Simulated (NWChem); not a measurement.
# N2H3, doublet; SMILES [NH]N

```xyz
5

N     -0.1176    -0.7494     0.0044
N     -0.0142     0.5829    -0.0624
H      0.8367    -1.1099    -0.0443
H      0.8330     1.0530     0.2288
H     -0.8652     1.0705     0.1677
```
Atoms are numbered in this order, from 1.

Computed with NWChem. Spin-unrestricted. The geometry was optimised at PBE0-D3(BJ)/def2-TZVP, spin-unrestricted. No stability test was run on the SCF state. Principal shifts from the free-electron g value, in parts per thousand; spin-orbit coupling by linear response on scalar ZORA.

For level B3LYP/x2c-SVPall, ZORA:

Δg3 (ppt): 3.60
isotropic Δg (ppt): 1.76

### Question
What are these values for level PBE/x2c-SVPall, ZORA?

### Answer
| Item | Result |
|---|---|
| Δg3 (ppt) | 3.36 |
| isotropic Δg (ppt) | 1.66 |
